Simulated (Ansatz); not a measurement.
CH$_{9}$NO$_{2}$Si$_{2}$ (`C[SiH2]N[SiH](O)O`) from Hartree–Fock to CCSD(T)

```json
{"atom": "C1", "x (Å)": "1.2329", "y (Å)": "2.0764", "z (Å)": "-1.0543"}
{"atom": "Si2", "x (Å)": "1.2020", "y (Å)": "0.7704", "z (Å)": "0.2785"}
{"atom": "N3", "x (Å)": "-0.3815", "y (Å)": "0.1032", "z (Å)": "0.4959"}
{"atom": "Si4", "x (Å)": "-0.8994", "y (Å)": "-1.5205", "z (Å)": "0.4170"}
{"atom": "O5", "x (Å)": "-2.1525", "y (Å)": "-1.7720", "z (Å)": "-0.6215"}
{"atom": "O6", "x (Å)": "-1.4992", "y (Å)": "-1.9770", "z (Å)": "1.8697"}
{"atom": "H7", "x (Å)": "0.5551", "y (Å)": "2.8997", "z (Å)": "-0.8131"}
{"atom": "H8", "x (Å)": "2.2383", "y (Å)": "2.4934", "z (Å)": "-1.1591"}
{"atom": "H9", "x (Å)": "0.9320", "y (Å)": "1.6612", "z (Å)": "-2.0190"}
{"atom": "H10", "x (Å)": "2.0938", "y (Å)": "-0.3619", "z (Å)": "-0.0823"}
{"atom": "H11", "x (Å)": "1.6921", "y (Å)": "1.3845", "z (Å)": "1.5453"}
{"atom": "H12", "x (Å)": "-1.0834", "y (Å)": "0.7525", "z (Å)": "0.8298"}
{"atom": "H13", "x (Å)": "0.2800", "y (Å)": "-2.3183", "z (Å)": "0.0100"}
{"atom": "H14", "x (Å)": "-2.0067", "y (Å)": "-1.5644", "z (Å)": "-1.5450"}
{"atom": "H15", "x (Å)": "-2.2035", "y (Å)": "-2.6270", "z (Å)": "1.8482"}
```

The species carries charge 0 and has multiplicity 1. The structure was optimised at the PBE0-D4/def2-TZVP level. It is one conformer, not always the lowest. Frozen core, restricted reference, the Gaussian-basis code of Ansatz. CBS rows extrapolate triple and quadruple zeta; past MP2 they add the triple-zeta difference.

| basis | HF (Eh) | MP2 corr. | CCSD corr. | (T) | CCSD(T) total |
| --- | --- | --- | --- | --- | --- |
| def2-TZVPP | ? | -1.11456 | -1.16338 | -0.04195 | ? |
| def2-QZVPP | -825.50411 | ? | – | – | – |
| CBS(def2) | ? | -1.26294 | ? | as TZ | ? |

(1) Fill in the withheld values. (An estimate is asked.)

Answers

(1) Ansatz gave: def2-TZVPP HF (Eh): -825.47283; def2-TZVPP CCSD(T) total: -826.67816; def2-QZVPP MP2 corr.: -1.19980; CBS(def2) HF (Eh): -825.50842; CBS(def2) CCSD corr.: -1.31176; CBS(def2) CCSD(T) total: -826.86213.
